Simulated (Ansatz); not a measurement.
`F[SiH2]P[SiH3]` → `F[SiH2]P` + `[SiH2]` at 298.15 K and 1 bar (silylene loss).

Computed with Ansatz on PBE0-D4/def2-TZVP structures; ΔE is electronic, products minus reactants. CCSD(T)/CBS is the MP2 limit (def2-TZVPP, def2-QZVPP) plus CCSD(T) − MP2 in def2-TZVPP, frozen cores. This one scheme is used for every species. One conformer a species, not always the lowest.

```tsv
species	CCSD(T)/CBS energy (Eh)	H − E (kJ/mol)	S (J/(mol·K))
`F[SiH2]P[SiH3]`	-1022.56126	166.6	366.0
`F[SiH2]P`	-732.27050	114.4	302.0
`[SiH2]`	-290.19011	40.6	207.5
```

H − E and S are ideal-gas, rigid-rotor, harmonic terms from PBE0-D4/def2-TZVP, for one conformer and one mirror image of each species. 1 Eh = 2625.50 kJ/mol, R = 8.31446 J/(mol·K).

Question: By hand: ΔE, ΔH, ΔS and ΔG.

Answer: ΔE = (-732.27050) + (-290.19011) − (-1022.56126) = 0.10065 Eh = 264.3 kJ/mol. Δ(H − E) = 114.4 + 40.6 − 166.6 = -11.6, so ΔH = 252.7 kJ/mol. ΔS = 302.0 + 207.5 − 366.0 = 143.5 J/(mol·K). ΔG = 252.7 − 298.15 × (143.5)/1000 = 209.9 kJ/mol.

Question: By hand: the equilibrium constant, and the temperature at which ΔG would vanish if ΔH and ΔS stayed fixed.

Answer: log₁₀ K = −ΔG/(RT ln 10) = -36.8. ΔG = 0 at ΔH/ΔS = 1761 K.

The number of gas molecules changes by +1, which sets the sign of ΔS. A doubt of 5 kJ/mol in ΔE shifts log₁₀ K by 0.9 here. Other conformers and mirror images would add mixing entropy, several J/(mol·K) or more a flexible species. Modes under 60 cm⁻¹, often nearly free rotors, make the harmonic entropy too high. These are equilibria of isolated gas molecules and say nothing of rates. Largest T1 diagnostic: 0.014 (customary marks: 0.02 for closed shells, 0.045 for open ones).
